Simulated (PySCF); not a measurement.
Harmonic spectrum computed at PBE0 in the def2-TZVP basis family (core potentials from Rb on, PySCF, no spin–orbit coupling):

| ω (cm⁻¹) | IR (km/mol, summed over degenerate members) | degeneracy |
| --- | --- | --- |
| 825 | 3.3 | 2 |
| 1217 | 54.3 | 2 |
| 1251 | 0.7 | 1 |
| 1432 | 75.2 | 1 |
| 2205 | 430 | 2 |
| 2329 | 216 | 1 |

Question: Which molecule gave it? In each, all ligands are bound to the one heavy central atom.
A. H₃TeN (singlet)
B. H₃SeN (singlet)
C. H₃MoN (singlet)
D. H₃SN (singlet)

Answer: D. It has C3v symmetry with S–H 1.395 Å (×3), S–N 1.452 Å.
